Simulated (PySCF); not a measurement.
Species: trimethoxysilane, C3H10O3Si.
SMILES: `CO[SiH](OC)OC`

A linear-response calculation (PySCF, def2-SVPD basis, gas phase, vertical, core orbitals frozen in the response) gave these numbers; the functional is withheld.

Orbital energies (eV): HOMO-3 -10.95, HOMO-2 -10.24, HOMO-1 -10.23, HOMO -10.10, LUMO 2.31, LUMO+1 2.60, LUMO+2 2.61.

```
state  E (eV)      f           main configurations (H = HOMO, L = LUMO)
   S1    8.16  0.016   H-1→L (34%), H→L+1/L+2 (≥22%), H-1→L+1/L+2 (≥8%)
   S2    8.17  0.016  H-2→L (34%), H→L+1/L+2 (≥20%), H-1→L+1/L+2 (≥10%)
   S3    8.23  0.020  H→L (39%), H-1→L+1/L+2 (≥13%), H-2→L+1/L+2 (≥13%)
   S4    8.48  0.015  H→L+1/L+2 (≥35%), H→L+5 (12%), H-2→L+1/L+2 (≥10%)
   S5    8.50  0.015  H→L+1/L+2 (≥31%), H-1→L+1/L+2 (≥12%), H→L+4 (12%)
   S6    8.67  0.014  H-2→L+1/L+2 (≥27%), H-1→L+1/L+2 (≥24%), H→L (12%)
```

Triplets (Tamm–Dancoff): T1 7.98 eV, H→L+1/L+2 (≥32%), H-1→L (16%), H→L+4 (13%); T2 7.99 eV, H→L+1/L+2 (≥31%), H-2→L (15%), H→L+5 (12%); T3 8.06 eV, H→L (34%), H-2→L+1/L+2 (≥16%), H-1→L+1/L+2 (≥13%); T4 8.26 eV, H→L+1/L+2 (≥25%), H-1→L+1/L+2 (≥16%), H-2→L+1/L+2 (≥13%).

Vertical ionisation energy by ΔSCF with the same functional: 10.32 eV. Mean static polarisability: 73.5 au.

Orbitals of the list HOMO-3 to LUMO+2 that lie within 0.01 eV of each other are written together with a slash and their weights summed (≥ marks a lower bound); for degenerate orbitals outside that list single weights are arbitrary.

Question: Name the functional.
A. B3LYP
B. wB97X-D
C. PBE
D. HF

Answer: B. wB97X-D is range-separated, 22% exact exchange at short range and 100% at long range (ω = 0.2 bohr⁻¹). In this run −ε(HOMO) = 10.10 eV differs from the ΔSCF value by -0.22 eV, and S1 differs from the orbital gap of 12.41 eV by -4.25 eV. The ratio −ε(HOMO)/IP is 0.98. Small neutral molecules mostly give 0.89 to 0.99 with wB97X-D, 0.5 to 0.7 with PBE, 0.67 to 0.83 with B3LYP; with Hartree–Fock the ratio is 1 or more (Koopmans' value less the relaxation energy is the ΔSCF value).

The calculation used TDDFT wB97X-D/def2-SVPD, vertical, gas phase, core orbitals frozen in the response (PySCF 2.14.0, density-fitted response routines). The structure is a single PBE0-D3(BJ)/def2-SVP conformer in the gas phase; no vibrational or solvent corrections.

Shape of the structure used: `[CH3:1][O:2][SiH:3]([O:4][CH3:5])[O:6][CH3:7]`: C1–O2–Si3–O4 166°, O2–Si3–O4–C5 48°, O2–Si3–O6–C7 168°.
